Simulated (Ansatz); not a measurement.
Process, species as SMILES: [Cl][Mg][Cl] -> [Mg][Cl] + Cl atom (the Cl-Mg bond at the site shown breaks; other sites are not compared here)
Structures are relaxed separately at B3LYP-D3(BJ)/def2-TZVP in Ansatz (an electronic-structure program). A spin state is the lowest found, not a proven ground state.

Property: bond dissociation energy (electronic energy difference), in kcal/mol. Valence correlation only, unless marked. Open shells are spin-unrestricted. Spin-orbit coupling is left out. Non-relativistic. Basis-set limits of correlation are two-point, X^-3; Hartree-Fock from the larger set.

CCSD(T)/CBS(def2-TZVPPD,def2-QZVPPD) (Ansatz) gives 112.7 kcal/mol.

### Question
Another calculation gave 104.7 kcal/mol. Which level was it?
A) LC-wPBE/def2-TZVPD (Ansatz)
B) SVWN5/def2-TZVPD (Ansatz)
C) BLYP/def2-TZVPD (Ansatz)
D) wB97X-V/def2-TZVPD (Ansatz)

### Answer
C, BLYP/def2-TZVPD (Ansatz). The others give 108.0 (LC-wPBE), 111.6 (wB97X-V), 118.4 (SVWN5) kcal/mol.
